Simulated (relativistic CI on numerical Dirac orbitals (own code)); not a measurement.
Calculated at this level of theory: Dirac-Coulomb-Breit CI, KLI orbitals optimised for each configuration, model QED, unscaled Slater integrals (own radial code, finite nucleus).

The strongest absorption lines from the ground level of an ion, among the configurations computed and to levels below about 828 eV (vacuum wavelength in Å, gf): 34.006 (0.44), 34.032 (1.2), 34.688 (1.1), 38.083 (0.053), 41.384 (0.27), 41.389 (0.091), 44.991 (0.2), 54.816 (0.2).

(1) Which ion is it?
A. Yb55+
B. Sm47+
C. Ce43+
D. Dy51+

Results:

(1) B. Sm47+ has 15 electrons and the ground level 3s²3p³ ²P°3/2; the strongest line goes to 3s²3p²3d ⁴P3/2. The pattern of lines fixes the number of electrons, and along that sequence the line energies rise steadily with the charge (about as its square where n changes within one kind of shell, about linearly where n is kept but much faster in heavy ions where fine structure, which grows about as Z⁴, sets the gap, and irregularly where shells cross), which fixes Z. Configurations outside the model, such as inner-shell arrays, can give stronger lines. At this charge energies of transitions that change n are usually good to better than 1 %, and those within a shell (Δn = 0) to a few per cent.

LS names give the leading component of a level, which can be under half, so a name can repeat, a term be missing and a line seem to break the LS rules.
